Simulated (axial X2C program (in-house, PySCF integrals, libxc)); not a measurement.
## CsN⁻: from the spin-free to the two-component result

Computed with an axial X2C code built on PySCF integrals. Spin-free means the one-electron spin-free X2C Hamiltonian; two-component (2c) means X2C with spin–orbit coupling and atomic mean-field two-electron Coulomb and Gaunt terms, so the difference of the two also holds small scalar two-electron terms. Basis: Cs dyall-acv3z [16s16p10d4f1g], N dyall-av3z [7s7p3d2f] (cores contracted in-house); Gaussian nuclei, density fitting, unrestricted open shells. Masses: Cs 132.905 u, N 14.003 u.

Spin-free state: M_S = 3/2, Λ = 0 (beyond evenly filled blocks: σα, π+α, π-α); fragments Cs- + N.

```json
{"level": "PBE0", "Re (Å)": "2.815", "ωe (cm⁻¹)": "230.6", "De (eV)": "1.133", "μ (D)": "3.81"}
{"level": "HF", "Re (Å)": "2.915", "ωe (cm⁻¹)": "221.0", "De (eV)": "n/a", "μ (D)": "4.67"}
{"level": "MP2", "Re (Å)": "2.859", "ωe (cm⁻¹)": "229.1", "De (eV)": "0.772", "μ (D)": "n/a"}
{"level": "CCSD", "Re (Å)": "2.881", "ωe (cm⁻¹)": "222.2", "De (eV)": "0.678", "μ (D)": "n/a"}
{"level": "CCSD(T)", "Re (Å)": "2.878", "ωe (cm⁻¹)": "221.5", "De (eV)": "0.713", "μ (D)": "n/a"}
```

Correlated methods: 15 electrons correlated (number of frozen shells: Cs 4 s, 3 p, 2 d; N 1 s), 313 virtual spin orbitals or spinors in MP2, 90 natural virtuals in coupled cluster.

Dipoles are positive if N is the positive end and refer to the centre of mass.

Two-component determinant lowest at the distance of the search:

Ω = 3/2 (⟨Sz⟩ = 1.50, ⟨Lz⟩ = 0.00 at HF); fragments Cs- + N.

```json
{"level": "PBE0", "Re (Å)": "2.813", "ωe (cm⁻¹)": "230.9", "De (eV)": "1.134", "μ (D)": "3.82"}
{"level": "HF", "Re (Å)": "2.914", "ωe (cm⁻¹)": "221.2", "De (eV)": "n/a", "μ (D)": "4.68"}
{"level": "MP2", "Re (Å)": "2.858", "ωe (cm⁻¹)": "229.3", "De (eV)": "0.772", "μ (D)": "n/a"}
{"level": "CCSD", "Re (Å)": "2.880", "ωe (cm⁻¹)": "222.4", "De (eV)": "0.679", "μ (D)": "n/a"}
{"level": "CCSD(T)", "Re (Å)": "2.877", "ωe (cm⁻¹)": "221.7", "De (eV)": "0.714", "μ (D)": "n/a"}
```

(1) From the two tables, how do the constants change at the CCSD(T) level (2c against spin-free)?

The state is a single determinant with fixed occupations, the lowest that a limited PBE0 search found. De is counted from the lowest determinant-based energies of the atoms at the same level, without counterpoise correction. De is not given where an atomic determinant may have missed its ground term or J level, or where the truncated virtual space spoils (T). Density functionals use the spin component along the axis (collinear). CCSD and (T) use frozen natural virtuals with an MP2 correction for the truncation; (T) itself is uncorrected, so its De runs slightly low. PBE0 can misorder states that lie within some tenths of an eV, so this need not be the ground state of the molecule. The nearest other spin-free determinant of the search, M_S = 1/2, Λ = 0, lies 0.017 eV up at the distance of the search. With several unpaired electrons one determinant need not be a pure state. A state of lower Ω lies just above, and one determinant can place such states too high, so the state shown need not be the lowest. The search has Ω = 1/2 only 0.02 eV up. The highest occupied level of some functionals is positive through self-interaction error; at Hartree–Fock it is bound. This is the top spin component of a Σ state; components of lower Ω are not single determinants and can lie lower.

Answers

(1) At the CCSD(T) level Re goes down by 0.001 Å and ωe stays the same within 0.2 cm⁻¹; De changes by 0.001 eV.
